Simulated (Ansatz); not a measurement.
Two isomers of CH8O2Si2: A = `C[SiH2][SiH](O)O`, B = `O[SiH2]C(O)[SiH3]`.

Calculated with Ansatz (gas phase, PBE0-D4/def2-TZVP geometries, no zero-point term in ΔE). CBS: MP2 limit from def2 TZ/QZ plus the TZ coupled-cluster correction, frozen cores. Functionals use def2-TZVPP. B3LYP here is the variant with VWN-RPA as its local correlation; programs differ in this. One conformer a species, not always the lowest.

**Question.** Which isomer does CCSD(T)/CBS put lower? Give the gap. (Estimate.)

**Answer.** Computed: A, by 51.8 kcal/mol.

**Question.** Give E(B) − E(A) in kcal/mol with B3LYP-D4, B2PLYP, CCSD(T)/def2-TZVPP, HF/def2-TZVPP, MP2/def2-TZVPP, CCSD/def2-TZVPP, r2SCAN-D4. (Best estimate.)

**Answer.** Ansatz gave: B3LYP-D4 51.0, B2PLYP 51.8, CCSD(T)/def2-TZVPP 51.1, HF/def2-TZVPP 51.7, MP2/def2-TZVPP 52.1, CCSD/def2-TZVPP 51.4, r2SCAN-D4 52.4. None reverses the order clearly.

Largest T1 diagnostic: 0.012.

From PBE to PBE0 (25 % exact exchange), in def2-TZVPP and without D4, E(B) − E(A) moves by +0.8 kcal/mol.
